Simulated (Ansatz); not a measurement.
`COB(C)O` + `O[SiH3]` → `COB(C)O[SiH3]` + H₂O  (ligand exchange at a B–O bond)

Gas-phase electronic energies from Ansatz, PBE0-D4/def2-TZVP geometries. CBS: MP2 limit from def2 TZ/QZ plus the TZ coupled-cluster correction, frozen cores. This one scheme is used for every species. Each species was taken in one conformer, which may not be the lowest.

| level | ΔE (eV) |
| --- | --- |
| CCSD/def2-TZVPP | -0.04 |
| MP2/def2-QZVPP | -0.06 |

(1) What does CCSD(T)/CBS give? (An estimate is asked.)

Largest T1 diagnostic among the species: 0.012.

## Answers

(1) Ansatz gave: -0.07 eV. The listed levels differ from it by 0.03, 0.01 eV.

In def2-TZVPP, CCSD(T) changes the Hartree–Fock value by −0.04 eV (the triples alone add −0.01 eV) and MP2 by −0.04 eV. The D4 term adds −0.08 eV with B3LYP and −0.05 eV with PBE0; it sums over pairs of atoms, weighted by their polarisabilities, and B3LYP, whose exchange is more repulsive, gets the larger term.

B3LYP here is the variant with VWN-RPA as its local correlation; programs differ in this.
